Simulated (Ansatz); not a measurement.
Start from `NC1(F)O[SiH2]O1` and change one atom or group to get `FC1O[SiH2]O1`.

Ansatz, PBE0-D4/def2-TZVP geometries, multiplicity 1. Each molecule was computed in one conformer, which needn't be the lowest.

```csv
property,`NC1(F)O[SiH2]O1`
HOMO–LUMO gap (B3LYP/def2-TZVPP) / eV,6.99
LUMO energy (ωB97M-V/def2-TZVPP) / eV,1.10
HOMO–LUMO gap (PBE0/def2-TZVPP) / eV,7.48
HOMO–LUMO gap (PBE/def2-TZVPP) / eV,5.04
LUMO energy (PBE0/def2-TZVPP) / eV,-0.65
size of the dipole moment (PBE/def2-TZVPP) / D,2.42
```

Q: What does the change do to each property? (An estimate is asked.)

A: The calculation gave: 
```csv
property,`FC1O[SiH2]O1`,shift
HOMO–LUMO gap (B3LYP/def2-TZVPP) / eV,7.86,0.87
LUMO energy (ωB97M-V/def2-TZVPP) / eV,0.93,-0.17
HOMO–LUMO gap (PBE0/def2-TZVPP) / eV,8.31,0.83
HOMO–LUMO gap (PBE/def2-TZVPP) / eV,5.89,0.85
LUMO energy (PBE0/def2-TZVPP) / eV,-0.85,-0.20
size of the dipole moment (PBE/def2-TZVPP) / D,2.04,-0.38
```

With PBE0 the HOMO falls by 1.02 eV and the LUMO falls by 0.20 eV, so the gap widens by about 0.82 eV. PBE moves the HOMO by -1.07 eV and ωB97M-V by -0.91 eV. Dipoles are sizes alone; their direction can turn.

B3LYP here is the variant with VWN-RPA as its local correlation; programs differ in this.
